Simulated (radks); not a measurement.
Question: Species: Ce+. Configuration: [Xe] 4f1 5d2. Calculated with a radial shooting solver on a logarithmic mesh with Libxc functionals: Dirac Kohn-Sham, BLYP, spin-unpolarised, spherical densities, point nucleus; open shells are shared between the two j in proportion to 2j + 1.

Spin-orbit splittings of the eigenvalues, e(l+1/2) - e(l-1/2), with zeta = 2 splitting/(2l+1) and mean radii in bohr:

shell  occ.  splitting (eV)  zeta (eV)  <r> j=l-1/2  <r> j=l+1/2
2p        6           446.8      297.9      0.08794      0.09414
3p        6               ?          ?       0.2681       0.2803
3d       10           18.85      7.541       0.2514       0.2552
4p        6           18.89      12.59       0.6561       0.6834
4d       10           3.308      1.323       0.7389       0.7486
4f        1          0.3300    0.09428        1.107        1.120
5p        6           2.726      1.818        1.713        1.798
5d        2          0.2018    0.08072        2.847        2.904

Estimate the 3p splitting.

Answer: 87.78 eV (zeta = 58.52 eV).
